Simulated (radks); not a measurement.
The numbers below are computed, except where a source is named.
Q: Species: Pr IV. Configuration: [Xe] 4f2. Code: a radial shooting solver on a logarithmic mesh with Libxc functionals. Model: Dirac Kohn-Sham, PBEsol, spin-unpolarised, spherical densities, finite nucleus; open shells fill j = l - 1/2 first; Fermi nuclear charge, rms radius 4.8919 fm. Some entries of the table are withheld. Estimate them.

orbital,occ.,eigenvalue (eV),<r^2> (bohr^2),<1/r> (bohr^-1)
1s1/2,2,-41785.43,0.0007901,64.66
2s1/2,2,-6745.282,(1),15.27
2p1/2,2,-6377.659,0.009136,15.26
2p3/2,4,-5895.804,0.01039,13.77
3s1/2,2,-1479.543,0.08476,5.522
3p1/2,2,-1323.058,(2),5.437
3p3/2,4,-1227.628,(3),5.064
3d3/2,4,-954.1774,(4),(5)
3d5/2,6,-933.6066,(6),(7)
4s1/2,2,-318.2302,0.4361,2.296
4p1/2,2,(8),0.4644,(9)
4p3/2,4,(10),0.5053,(11)
4d3/2,4,-142.4685,0.5974,1.851
4d5/2,6,-138.8129,0.6137,1.820
5s1/2,2,-65.5317,2.416,0.9067
5p1/2,2,-49.1949,2.984,0.8089
5p3/2,4,-46.0436,3.258,0.7677
4f5/2,2,-29.9887,1.304,1.293
4f7/2,0,-29.5883,1.330,1.281

A: 
(1) 2s1/2 <r^2> (bohr^2): 0.01248
(2) 3p1/2 <r^2> (bohr^2): 0.07969
(3) 3p3/2 <r^2> (bohr^2): 0.08714
(4) 3d3/2 <r^2> (bohr^2): 0.07100
(5) 3d3/2 <1/r> (bohr^-1): 4.933
(6) 3d5/2 <r^2> (bohr^2): 0.07311
(7) 3d5/2 <1/r> (bohr^-1): 4.838
(8) 4p1/2 eigenvalue (eV): -259.5996
(9) 4p1/2 <1/r> (bohr^-1): 2.192
(10) 4p3/2 eigenvalue (eV): -238.8885
(11) 4p3/2 <1/r> (bohr^-1): 2.068
